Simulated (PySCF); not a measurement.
A PySCF script (with the pyscf-properties extension) for the NMR shieldings of SMILES C/C=C/B1C=CBC=C1, C$_{7}$H$_{10}$B$_{2}$, on a GFN2-xTB geometry:

```python
import basis_set_exchange as bse
import numpy as np
from pyscf import gto, dft
from pyscf.prop import nmr

atoms = """
C     3.595209    0.091380   -0.199673
C     2.128897    0.022724   -0.444419
C     1.193128   -0.133886    0.499905
B    -0.330484   -0.184842    0.258836
C    -0.971896   -0.180552   -1.164530
C    -2.292522    0.026107   -1.319277
B    -3.198378    0.311035   -0.089941
C    -2.626816   -0.025095    1.314135
C    -1.306460   -0.226452    1.476836
H     3.825781    0.010420    0.860240
H     4.101319   -0.712701   -0.734959
H     3.994538    1.032761   -0.578565
H     1.837671    0.115725   -1.483272
H     1.556089   -0.211753    1.522007
H    -0.361589   -0.332950   -2.051109
H    -2.708263    0.040097   -2.324210
H    -4.252458    0.810913   -0.215047
H    -3.274685   -0.045564    2.186979
H    -0.918886   -0.398117    2.478602
"""
names = dict.fromkeys(["C", "B", "H"], "pcSseg-1")
basis = {el: gto.basis.parse(bse.get_basis(n, elements=[el], fmt="nwchem")) for el, n in names.items()}
mol = gto.M(atom=atoms, basis=basis, charge=0, verbose=0)
mf = dft.RKS(mol, xc="PBE0")
mf.grids.level = 2
mf.grids.alignment = dft.numint.BLKSIZE   # the property module wants whole blocks of grid points
mf.conv_tol = 1e-9
mf.kernel()

calc = nmr.RKS(mf)   # GIAO
C = mf.mo_coeff
Co = C[:, mf.mo_occ > 0]
resp = mf.gen_response(singlet=True, hermi=2)
def vind(x):   # induced exchange potential for any number of trial vectors
    d = np.einsum("pi,xij,qj->xpq", C, 2 * x.reshape(-1, C.shape[1], Co.shape[1]), Co, optimize=True)
    return np.einsum("xpq,pi,qj->xij", resp(d - d.transpose(0, 2, 1)), C, Co, optimize=True).ravel()
mo1, _ = nmr.rhf.solve_mo1(calc, with_cphf=vind)
sigma = calc.kernel(mo1)
for i, s in enumerate(sigma):   # ppm
    w = np.linalg.eigvalsh((s + s.T) / 2)
    print("%2d %-2s iso %8.1f  s11 %8.1f  s22 %8.1f  s33 %8.1f" % (i, mol.atom_pure_symbol(i), w.mean(), *w))
```

**Question.** Give the expected output.

**Answer.** 
```
 0 C  iso    158.9  s11    144.7  s22    148.9  s33    183.0
 1 C  iso     14.4  s11   -112.8  s22     -3.8  s33    159.9
 2 C  iso     39.3  s11    -73.7  s22     39.3  s33    152.3
 3 B  iso     54.9  s11     11.7  s22     32.0  s33    121.0
 4 C  iso     26.4  s11   -103.1  s22      2.4  s33    180.0
 5 C  iso     23.8  s11   -107.3  s22      2.6  s33    176.2
 6 B  iso     40.5  s11     -5.5  s22      4.8  s33    122.3
 7 C  iso     22.1  s11   -109.6  s22      0.3  s33    175.6
 8 C  iso     19.7  s11   -108.5  s22      0.9  s33    166.7
 9 H  iso     29.5  s11     26.1  s22     28.9  s33     33.6
10 H  iso     29.3  s11     26.0  s22     27.3  s33     34.7
11 H  iso     29.4  s11     26.1  s22     27.4  s33     34.7
12 H  iso     24.0  s11     21.0  s22     22.8  s33     28.3
13 H  iso     24.8  s11     20.5  s22     24.7  s33     29.1
14 H  iso     24.0  s11     19.1  s22     24.1  s33     28.8
15 H  iso     23.9  s11     19.4  s22     24.7  s33     27.5
16 H  iso     25.3  s11     21.4  s22     27.0  s33     27.6
17 H  iso     23.9  s11     19.4  s22     24.8  s33     27.4
18 H  iso     24.1  s11     19.5  s22     24.8  s33     28.0
```

These numbers come from an equivalent density-fitted implementation of the same equations, which agrees with the script to about 0.01 ppm for H and up to a few tenths of a ppm for heavy atoms, so last digits may differ.

Size and cost of the density-fitted run: 203 basis functions, 20 s wall time on 1 thread of an AMD EPYC 9R45 96-Core, shared host; peak memory 0.92 GiB.
